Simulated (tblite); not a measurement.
C₅H₁₄NSi (doublet state).
Bonds: C1–C2, C2–C3, C2–C4, C2–N5, N5–Si6, Si6–C7. Hydrogens: H8, H9 on C1; H10, H11, H12 on C3; H13, H14, H15 on C4; H16 on N5; H17, H18 on Si6; H19, H20, H21 on C7.

The geometry is computed with GFN2-xTB (gas phase). This method treats the open shell by occupation alone, without spin polarisation.

Give the optimised bond lengths and angles.

```tsv
bond	length (pm)	order
C1–C2	147.9	single
C2–C3, C2–C4	152.8	single
C2–N5	147.3	single
N5–Si6	172.0	single
Si6–C7	189.4	single
C1–H8, C1–H9	107.4	single
C3–H10 and 5 like bonds	108.7	single
N5–H16	101.0	single
Si6–H17, Si6–H18	147.1	single
C7–H19, C7–H20, C7–H21	108.5	single
```

Bonds in one row agree within 1 pm and their mean is given. Orders are formal, as drawn. A selection of angles:
```tsv
angle	degrees
C2–C1–H8	119.7
H8–C1–H9	117.8
C1–C2–C3	111.6
C1–C2–N5	106.1
C3–C2–C4	110.1
C3–C2–N5	107.9
C4–C2–N5	109.5
C2–C3–H10	110.2
H10–C3–H11	109.0
H10–C3–H12	108.5
C2–N5–Si6	127.8
C2–N5–H16	110.2
Si6–N5–H16	116.7
N5–Si6–C7	105.2
N5–Si6–H17	114.9
N5–Si6–H18	108.7
C7–Si6–H17	108.9
H17–Si6–H18	108.7
Si6–C7–H19	110.1
Si6–C7–H20	112.1
H19–C7–H20	107.5
```

Torsions: C1–C2–N5–Si6 -84° (synclinal); C2–N5–Si6–C7 172° (antiperiplanar). The mirror-image conformer, all signs reversed, is as good.

The 3 C–C bonds span 1.479 Å (C1–C2, drawn single) to 1.532 Å (C2–C3, drawn single), a spread of 0.053 Å. N5 (nitrogen bonded to C, Si and H) has angles 127.8°, 116.7° and 110.2°, sum 354.6°, 0.18 Å off the plane of its three neighbours. Si6 (silicon bonded to C, N and 2 H) is distorted tetrahedral (angles from 105.2° to 114.9°). Of the pairs four or more bonds apart, Si6···H14 is among the closest relative to their van der Waals radii: 2.86 Å, 87 % of the sum of Bondi's values. C1 (carbon bonded to C and 2 H) is almost planar (angles 119.7°, 119.1° and 117.8°, sum 356.6°, 0.13 Å off the plane of its three neighbours).

Point group: C1 (no symmetry element, even within 0.4 Å). Its GFN2-xTB frequencies are all real (lowest 54 cm⁻¹). Torsions: H–C1–C2–C3 37° and -164°, C1–C2–N5–Si6 -84°, C2–N5–Si6–C7 172°. 3 starts were optimised and ended at 0.00, 0.73 and 0.98 kcal/mol (GFN2-xTB); the lowest of these is shown.
